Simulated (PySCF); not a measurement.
Ti(NH2)3(Me) (CH9N3Ti), SMILES [NH2][Ti]([NH2])([CH3])[NH2], multiplicity 1. The structure is a stationary point at PBE-D3(BJ)/def2-SVP. The multiplicity is an assumed one; other spin states were not compared. The values are those of a single conformer.

### Question
Give the equilibrium geometry at PBE-D3(BJ)/def2-SVP (PySCF confirms it by a frequency run) as Cartesian coordinates in Å, and its point group. (Estimate from the structure and the level; the computed values follow.)

### Answer
One answer among several that fit: point group C3.
```xyz
14

Ti     0.0000     0.0000     0.0708
N      1.2916     1.2505     0.6416
H      2.1284     1.1088     1.2158
H      1.2852     2.2119     0.2777
N      0.4372    -1.7438     0.6416
H      1.2729    -2.2190     0.2777
H     -0.1039    -2.3977     1.2158
N     -1.7287     0.4933     0.6416
H     -2.5582     0.0071     0.2777
H     -2.0245     1.2889     1.2158
C      0.0000     0.0000    -2.0366
H      0.9657    -0.3859    -2.4306
H     -0.1486     1.0293    -2.4306
H     -0.8171    -0.6434    -2.4306
```
Charge 0, spin multiplicity 1.
